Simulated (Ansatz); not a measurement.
`CNB(NC)NC` and `C[NH][Ga]([NH]C)[NH]C` differ in one element.

Ansatz, PBE0-D4/def2-TZVP geometries, multiplicity 1. Each molecule was computed in one conformer, which needn't be the lowest.

Scalar relativity is left out up to krypton.

```tsv
property	`CNB(NC)NC`
size of the dipole moment (PBE/def2-TZVPP) / D	0.53
HOMO–LUMO gap (B3LYP/def2-TZVPP) / eV	6.55
LUMO energy (PBE/def2-TZVPP) / eV	0.26
HOMO–LUMO gap (PBE0/def2-TZVPP) / eV	7.10
HOMO–LUMO gap (PBE/def2-TZVPP) / eV	4.96
size of the dipole moment (B3LYP/def2-TZVPP) / D	0.56
```

Question: What does the change do to each property? (An estimate is asked.)

Answer: The calculation gave: 
```json
{"property": "size of the dipole moment (PBE/def2-TZVPP) / D", "`C[NH][Ga]([NH]C)[NH]C`": "0.62", "shift": "0.09"}
{"property": "HOMO–LUMO gap (B3LYP/def2-TZVPP) / eV", "`C[NH][Ga]([NH]C)[NH]C`": "5.91", "shift": "-0.64"}
{"property": "LUMO energy (PBE/def2-TZVPP) / eV", "`C[NH][Ga]([NH]C)[NH]C`": "-0.47", "shift": "-0.73"}
{"property": "HOMO–LUMO gap (PBE0/def2-TZVPP) / eV", "`C[NH][Ga]([NH]C)[NH]C`": "6.45", "shift": "-0.65"}
{"property": "HOMO–LUMO gap (PBE/def2-TZVPP) / eV", "`C[NH][Ga]([NH]C)[NH]C`": "4.22", "shift": "-0.74"}
{"property": "size of the dipole moment (B3LYP/def2-TZVPP) / D", "`C[NH][Ga]([NH]C)[NH]C`": "0.66", "shift": "0.10"}
```

Dipoles are sizes alone; their direction can turn.

B3LYP here is the variant with VWN-RPA as its local correlation; programs differ in this.
